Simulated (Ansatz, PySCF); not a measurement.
Species: C₂H₆BO₂, net charge 0, doublet state. It need not be the lowest isomer of its formula. 
Structure (B3LYP-D3(BJ)/def2-TZVP (Ansatz, a program for electronic structure) minimum search):
```
O
B 1 1.3495
O 2 1.3397 1 123.91
C 1 1.4254 2 123.31 3 180.00
H 4 1.0902 1 108.68 2 120.66
H 4 1.0902 5 109.15 1 -118.37
H 4 1.0908 5 109.57 6 -119.99
C 3 1.4387 2 121.46 1 0.00
H 8 1.0874 3 107.12 2 180.00
H 8 1.0905 9 109.82 3 119.99
H 8 1.0905 9 109.82 10 120.02
```
Charge 0, spin multiplicity 2.

Total electronic energies in hartree. Correlated levels leave the core frozen unless marked. UHF or UKS for open shells. No spin-orbit coupling. No relativistic terms. Basis-set limits of correlation are two-point, X^-3; Hartree-Fock from the larger set. [CCSD(T)-MP2]/basis is that difference in the basis named.

```json
[
 {"level": "RI-HF/cc-pVTZ", "program": "Ansatz", "energy (Eh)": "-253.75614"},
 {"level": "B3LYP-D3(BJ)/def2-TZVPD", "program": "Ansatz + dftd3", "energy (Eh)": "-255.24796"},
 {"level": "B3LYP/def2-TZVPD", "program": "Ansatz", "energy (Eh)": "-255.23734"},
 {"level": "PBE0/6-31G*", "program": "Ansatz", "energy (Eh)": "(withheld)"},
 {"level": "PBE0/def2-QZVPP", "program": "Ansatz", "energy (Eh)": "-254.94538"},
 {"level": "TPSSh-D3(BJ)/def2-TZVPD", "program": "PySCF + dftd3", "energy (Eh)": "(withheld)"},
 {"level": "RI-MP2/cc-pVQZ", "program": "Ansatz", "energy (Eh)": "-254.73164"},
 {"level": "CCSD/cc-pVDZ", "program": "Ansatz", "energy (Eh)": "-254.42829"},
 {"level": "RI-MP2/CBS(cc-pVTZ,cc-pVQZ)+[CCSD(T)-MP2]/cc-pVTZ", "program": "Ansatz", "energy (Eh)": "-254.8471"}
]
```

Problem. Fill in the missing entries.

Solution. 
- PBE0/6-31G*, energy (Eh): -254.82156
- TPSSh-D3(BJ)/def2-TZVPD, energy (Eh): -255.24647
